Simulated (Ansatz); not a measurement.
Consider the homolysis of the Ge–O bond: `C[O][GeH]([F])[C]#N` → `N#[C][GeH][F]`• + `C[O]`•.

Isolated molecules relaxed with PBE0-D4/def2-TZVP in Ansatz; ΔE leaves out vibrations. CCSD(T)/CBS is the MP2 limit (def2-TZVPP, def2-QZVPP) plus CCSD(T) − MP2 in def2-TZVPP, frozen cores. Functionals use def2-TZVPP. B3LYP here is the variant with VWN-RPA as its local correlation; programs differ in this. No spin–orbit coupling; open shells (•) take unrestricted orbitals. For Ge outer-core shells are correlated without core-valence functions, which leaves a few kJ/mol of doubt a bond. Scalar relativity is left out up to krypton. One conformer a species, not always the lowest.

| level | ΔE (kJ/mol) | difference from CCSD(T)/CBS |
| --- | --- | --- |
| r2SCANh-D4 | 376.3 | -50.6 |
| CAM-B3LYP-D4 | 391.9 | -35.0 |
| ωB97M-V | 399.0 | -27.9 |
| B3LYP | 365.6 | -61.3 |
| r2SCANh | 374.0 | -52.9 |
| CCSD/def2-SVP | 394.5 | -32.4 |
| HF/def2-TZVPP | 282.9 | -144.0 |
| MP2/def2-TZVPP | 457.0 | 30.1 |
| SCS-MP2/def2-TZVPP | 445.5 | 18.6 |
| CCSD/CBS(def2) | 416.9 | -10.0 |
| CCSD(T)/CBS | 426.9 | 0 |

Largest T1 diagnostic among the species: 0.019.

In def2-TZVPP, CCSD(T) changes the Hartree–Fock value by +132.2 kJ/mol (the triples alone add +10.1 kJ/mol) and MP2 by +174.1 kJ/mol; breaking electron pairs costs correlation energy, which Hartree–Fock lacks. Leaving LDA and LC-ωPBE aside and taking each functional with its dispersion term where it has one, the values, not all of them listed here, spread over 44.6 kJ/mol, from revPBE-D4 to PBE-QIDH. LDA lies +70.1 kJ/mol from PBE without D4, its usual overbinding.
